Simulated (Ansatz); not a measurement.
# What each rung costs, and what it gives

The pair of HBr (SMILES Br, atoms 1–2) and CO (SMILES [C-]#[O+], atoms 3–4), both closed shells, in one local arrangement (a lower one may exist), relaxed at PBE0-D4/def2-TZVP:

```xyz
4
angstrom
Br 0.1284 0.0204 -2.5167
H 0.0556 0.0096 -1.0920
C -0.0635 -0.0098 1.2445
O -0.1205 -0.0201 2.3644
```

Interaction energies are counterpoise-corrected; the time is that of the whole pair.

Computed with Ansatz 0.2.0 (basis: as named in each row); correlated methods freeze the cores. Filled d shells of the heavier atoms are correlated. The def2 sets are not built for correlating such inner shells, so the correlated values are less sure here. B3LYP uses VWN-RPA correlation. Extrapolation: Hartree–Fock as exp(−7.88 √X), correlation as X^−2.97.

Times are rough, for one single point on 2 threads of a shared host (Arm Neoverse V1).

The estimate by CCSD(T) at an estimated basis limit (MP2 extrapolated from triple and quadruple zeta, plus CCSD(T) − MP2 in triple zeta) is -7.0 kJ/mol.

```csv
method,basis,time (s),interaction energy (kJ/mol),method less estimate
PBE-D4,def2-TZVPPD,1,-10.0,-3.0
revPBE-D4,def2-TZVPPD,1,-7.7,-0.8
BLYP-D4,def2-TZVPPD,2,-7.3,-0.4
PBE0-D4,def2-TZVPPD,2,-8.5,-1.6
B3LYP-D4,def2-TZVPPD,2,-7.2,-0.3
HSE06-D4,def2-TZVPPD,2,-8.6,-1.7
r2SCAN-D4,def2-TZVPPD,3,-6.7,0.3
B2PLYP,def2-TZVPPD,3,-5.5,1.5
B97M-V,def2-TZVPPD,5,-7.2,-0.3
wB97X-V,def2-TZVPPD,6,-6.5,0.5
wB97M-V,def2-TZVPPD,6,-6.0,1.0
MP2,def2-QZVPPD,8,-8.2,-1.3
CCSD(T),def2-TZVPPD,26,-5.7,1.2
```

No T1 diagnostic of these runs exceeds 0.019.
